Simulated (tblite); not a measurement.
Level: GFN2-xTB in tblite, geometry and Hessian alike; calculated harmonic values, unscaled, isolated species. This tight-binding method is rough: wavenumbers can miss measured ones by several per cent, in bad cases by 10 to 20. Modes of hydrogen on silicon can be 10 to 20 % off. One conformer each. Open shells enter through the occupations alone, without spin polarisation, and single modes of such species can be off by tens of per cent. Thermal functions are those of the rigid rotor and harmonic oscillator, without mixing of conformers.

Question: Order these by their heat capacity Cp at 298.15 K, highest first (J/(mol K)).
A. `C[C@H]([O])CCO` [radical]
B. `C1[C@@]2([CH2])[C@H]3[C@@H]4[C@@H]([C@H]14)[C@@H]23` [radical]
C. `[C@]12([C@H](CC=C2)C1)[C]=C` [radical]
D. `NC[Si@@H]1[N]CCN1` [radical]
E. `O=c1cc1C=S`
F. `C[CH]C#CC=C1CC1` [radical]

Answer: F (145.3), D (141.6), C (130.8), B (120.7), A (112.4), E (91.1).

| SMILES | atoms | mass (u) | symmetry number | modes under 300 cm⁻¹ | ZPE (kJ/mol) | S translation (J/(mol K)) | S rotation | S vibration | S spin | S | Cp |
| --- | --- | --- | --- | --- | --- | --- | --- | --- | --- | --- | --- |
| C[CH]C#CC=C1CC1 | 17 | 105.07 | 1 | 7 | 355.1 | 166.9 | 121.0 | 112.3 | 5.8 | 406.0 | 145.3 |
| NC[Si@@H]1[N]CCN1 | 17 | 116.06 | 1 | 5 | 358.8 | 168.1 | 117.0 | 98.2 | 5.8 | 389.1 | 141.6 |
| C=[C][C@@]12C=CC[C@@H]1C2 | 17 | 105.07 | 1 | 4 | 361.0 | 166.9 | 116.3 | 71.2 | 5.8 | 360.1 | 130.8 |
| [CH2][C@]12C[C@H]3[C@@H]4[C@H]3[C@H]1[C@@H]42 | 17 | 105.07 | 1 | 2 | 366.7 | 166.9 | 113.3 | 44.4 | 5.8 | 330.4 | 120.7 |
| C[C@H]([O])CCO | 15 | 89.06 | 1 | 4 | 323.7 | 164.8 | 111.2 | 58.7 | 5.8 | 340.5 | 112.4 |
| O=c1cc1C=S | 8 | 97.98 | 1 | 3 | 114.1 | 166.0 | 113.8 | 54.3 | 0.0 | 334.2 | 91.1 |

Entropies and Cp are for 298.15 K and 1 bar.
